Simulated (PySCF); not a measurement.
Atoms are numbered as in `[CH2:1]=[N:2][C:3]([SiH3:4])([SiH3:5])[C:6]([F:7])([F:8])[F:9]`; H(Xn) means a hydrogen on atom n. Ha(C1) is cis to C3; Hb(C1) is trans to C3.

[PySCF: NMR shieldings at PBE0/pcSseg-1/GIAO; GFN2-xTB structure; one computed conformer; rapidly exchanging positions averaged; gas phase; non-relativistic]

Referencing at the same level of theory: 13C, 1H, 29Si vs TMS; 15N against NH3; 19F against CFCl3.

```json
{"atoms": "Si4/Si5", "nucleus": "29Si", "count": "2", "δ (ppm)": "-58.8"}
{"atoms": "Ha(C1)", "nucleus": "1H", "count": "1", "δ (ppm)": "?"}
{"atoms": "C3", "nucleus": "13C", "count": "1", "δ (ppm)": "59.3"}
{"atoms": "F7/F8/F9", "nucleus": "19F", "count": "3", "δ (ppm)": "-76.4"}
{"atoms": "C6", "nucleus": "13C", "count": "1", "δ (ppm)": "136.0"}
{"atoms": "H(Si4)/H(Si5)", "nucleus": "1H", "count": "6", "δ (ppm)": "4.16"}
{"atoms": "C1", "nucleus": "13C", "count": "1", "δ (ppm)": "155.7"}
{"atoms": "N2", "nucleus": "15N", "count": "1", "δ (ppm)": "?"}
{"atoms": "Hb(C1)", "nucleus": "1H", "count": "1", "δ (ppm)": "?"}
```

**Question.** Fill in the missing shifts.

**Answer.** 
- Ha(C1): 7.81 ppm, hydrogen on a C=N carbon
- Hb(C1): 7.53 ppm, hydrogen on a C=N carbon
- N2: 383.4 ppm, imine nitrogen

Shifts are as computed. Against solution values, carbons near 30 ppm lie about +3 ppm off and those near 130 ppm about +5 ppm. Of 1211 compounds with measured shifts, 218 miss one by over three times the rms of a fit or turn the order of signals round; such compounds aren't used in these exercises. Unscaled 19F shifts against computed CFCl3 carry errors that often reach 10 to 50 ppm. Experimental scales use liquid or dissolved standards, which lie at an offset from isolated NH3 (liquid NH3: subtract about 20 ppm). Unscaled 15N shifts of sp2 nitrogen come out 20 to 40 ppm too high even then.
